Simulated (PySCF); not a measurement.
C₃H₈BNO, SMILES CNB1COC1.

Geometry: PBE0-D3(BJ)/def2-SVP. This is a generated structure with no PubChem entry under its InChIKey; it may be hypothetical. The values are those of a single conformer.

Two levels are set side by side: PBE/def2-TZVP (PySCF) and r2SCAN/def2-TZVP (PySCF). Same geometry, gas phase. Differences are taken from unrounded values.

```tsv
quantity	PBE
orbital gap (eV)	4.87
highest occupied level (eV)	-5.24
lowest empty level (eV)	-0.37
dipole moment (D)	3.72
mean polarisability (bohr³)	63.6
```

### Question
These are the PBE values. What does r2SCAN give? (An estimate is asked for; the answer gives what the named calculation found.)

### Answer

```tsv
quantity	r2SCAN	PBE minus r2SCAN
orbital gap (eV)	5.52	-0.65
highest occupied level (eV)	-5.55	0.31
lowest empty level (eV)	-0.03	-0.34
dipole moment (D)	3.75	-0.03
mean polarisability (bohr³)	61.9	1.7
```

Rough cost on one machine, each run with all the roots and properties that it gave: r2SCAN against PBE about 3 times.
